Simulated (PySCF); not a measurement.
`C=CB([SiH3])O[SiH3]`, C₂H₉BOSi₂

Cartesian coordinates in Å; atom numbers follow the order of the lines, from 1:
```xyz
15

C    -2.295   -1.389    0.333
C    -0.967   -1.373    0.396
B    -0.078   -0.128    0.036
Si   -0.869    1.586   -0.561
O     1.235   -0.282    0.151
Si    2.810    0.038    0.129
H    -2.851   -0.520    0.017
H    -2.885   -2.257    0.589
H    -0.468   -2.282    0.720
H    -1.793    2.192    0.412
H     0.125    2.636   -0.836
H    -1.653    1.477   -1.802
H     3.081    1.413   -0.301
H     3.366   -0.929   -0.815
H     3.240   -0.175    1.511
```

Theory: PySCF 2.14.0, GIAO wB97X-D/pcSseg-1 magnetisability, rotational g tensor and spin-rotation constants, non-relativistic, gas phase. Geometry: GFN2-xTB.

Task: Give the nuclear spin-rotation constants along the inertial axes (H = +C I·J) beside the isotropic shieldings.

Result: Rotational constants 3.0746, 1.2884, 0.9271 GHz. A star marks the isotopologue with that one atom substituted, in its own axes.
```tsv
atom	isotope	Caa (kHz)	Cbb (kHz)	Ccc (kHz)	mean (kHz)	σ (ppm)
B3	11B	1.303	0.380	0.166	0.616	49.5
H7	1H	-0.143	0.076	-0.112	-0.060	25.3
H8	1H	-0.100	0.055	-0.104	-0.050	24.9
H9	1H	-0.204	0.110	-0.113	-0.069	25.2
H10	1H	-0.159	-0.109	-0.016	-0.095	28.4
H11	1H	-0.114	-0.028	-0.093	-0.078	28.7
H12	1H	-0.168	-0.109	-0.013	-0.097	28.4
H13	1H	-0.246	0.062	-0.084	-0.089	26.4
H14	1H	-0.232	-0.082	0.013	-0.101	26.6
H15	1H	-0.233	-0.082	0.013	-0.101	26.6
C1	13C*	1.113	0.698	0.122	0.644	33.1
C2	13C*	1.188	0.679	0.124	0.664	32.5
Si4	29Si*	-1.417	-0.604	-0.455	-0.825	480.5
O5	17O*	-1.202	-0.293	0.005	-0.497	148.2
Si6	29Si*	-1.580	-0.775	-0.565	-0.973	394.3
```
For the geometry as given, no vibrational averaging.

Task: How do the rotational constants and the g tensor change when H7, H8, H9, H10, H11, H12, H13, H14, H15 are replaced by deuterium?

Result: Constants 2.5332, 1.1150, 0.8025 GHz; g -0.0486, -0.0188, -0.0083, against -0.0590, -0.0218, -0.0096 before.
